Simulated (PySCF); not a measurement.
Geometry:
```
atom   x (Å)   y (Å)   z (Å)
  C1  -0.415   0.036   0.576
  B2   0.519  -0.007  -0.670
  F3   0.906   1.079  -1.317
  F4   0.968  -1.156  -1.150
  H5  -0.640   1.057   0.910
  H6   0.034  -0.529   1.408
  H7  -1.363  -0.474   0.338
```

Geometry: PBE0-D3(BJ)/def2-SVP; GIAO absolute shieldings from PySCF 2.14, gas phase, non-relativistic, averaged over equivalent atoms.

At KT3/pcSseg-2 (186 basis functions, 9 s wall time on 1 thread of an x86-64 server CPU, shared host):
```
   atoms  σ (ppm)
      C1    186.9
      B2     72.1
   F3/F4    238.2
H5/H6/H7    30.93
```

What do these become at B97-2/pcSseg-2?

## Answers


```csv
atoms,σ at B97-2/pcSseg-2,change
C1,188.1,+1.2
B2,71.7,-0.4
F3/F4,249.4,+11.2
H5/H6/H7,30.90,-0.03
```

The largest change is at F3/F4 (fluorine bonded to B). Cost: 186 basis functions, 6.3 s wall time on 1 thread of an x86-64 server CPU, shared host.

A carbon bonded to boron is broadened by the quadrupolar boron nucleus and is often missing from a measured spectrum.
